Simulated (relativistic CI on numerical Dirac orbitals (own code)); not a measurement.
These numbers are calculated, not measured: Dirac-Coulomb-Breit CI, KLI orbitals optimised for each configuration, QED by a radiative potential, valence Slater integrals scaled by 0.9, configuration energies shifted to the measured levels that pair with them (semi-empirical) (own radial code, finite nucleus).

Configuration list (outside the closed core [Ne]): 3s²3p⁶, 3s²3p⁵3d, 3s3p⁶3d, 3s²3p⁵4p, 3s²3p⁵4d, 3s²3p⁵5s, 3s²3p⁵4f, 3s3p⁶4p, 3s3p⁶5p, 3s²3p⁴3d², 3s²3p⁵4s, 3p⁶3d², 3s3p⁵3d², 3s²3p⁵5p, 3s3p⁶4s, 3s²3p⁵5d, 3s²3p⁵5f, 3s²3p⁵5g, 3s²3p⁴3d4s, 3s3p⁶4d, 3s²3p⁴3d4p, 3s3p⁶5s, 3s3p⁶4f, 3s3p⁶5d, 3s3p⁶5f, 3s3p⁶5g, 3s3p⁵3d4s, 3s²3p⁴4s². Levels of other configurations are missing.

Configurations whose levels could be paired with our table of measured levels were shifted onto them, all but the ground configuration, by the median error of their levels; single terms can still be off by 1,000 to 2,000 cm⁻¹ or more, and rates follow the energies as ν³ (E1, M1) or ν⁵ (E2). The others borrow a shift and can be off by several thousand cm⁻¹ or more. 31 of the 39 excited levels that our extract of the measured tables holds in this range could be paired (the sources list more); they are missed by 722 cm⁻¹ on average and 11109 at most, after the shifts were fitted to these levels, and levels without a partner can miss by more.

Outline of the computed level scheme of V VI. Lowest level of each configuration: 3s²3p⁶ ¹S0 at 0.0000 eV; 3s²3p⁵3d ³P°0 at 38.1915 eV; 3s²3p⁵4s ³P°2 at 66.7026 eV; 3s3p⁶3d ³D1 at 68.1334 eV; 3s²3p⁵4p ³S1 at 74.6224 eV; 3s²3p⁴3d² ⁵S2 at 74.9498 eV.

Some strong electric-dipole decays among the lowest 45 levels: 3s²3p⁵3d ¹P°1 → 3s²3p⁶ ¹S0 (1.8e+11 s⁻¹); 3s²3p⁵4p ³D3 → 3s²3p⁵3d ³F°4 (7.2e+09 s⁻¹); 3s²3p⁵4p ³D2 → 3s²3p⁵3d ³F°3 (5.7e+09 s⁻¹); 3s²3p⁵4p ³S1 → 3s²3p⁵3d ³P°2 (4.1e+09 s⁻¹); 3s²3p⁵4p ³S1 → 3s²3p⁵3d ³P°1 (3.4e+09 s⁻¹); 3s²3p⁵4p ³P0 → 3s²3p⁵3d ³P°1 (2.6e+09 s⁻¹); 3s²3p⁵4p ³P2 → 3s²3p⁵3d ³P°2 (1.4e+09 s⁻¹); 3s²3p⁵4p ³S1 → 3s²3p⁵3d ³P°0 (1.3e+09 s⁻¹).

LS names give the leading component of a level, which can be under half, so a name can repeat, a term be missing and a line seem to break the LS rules.
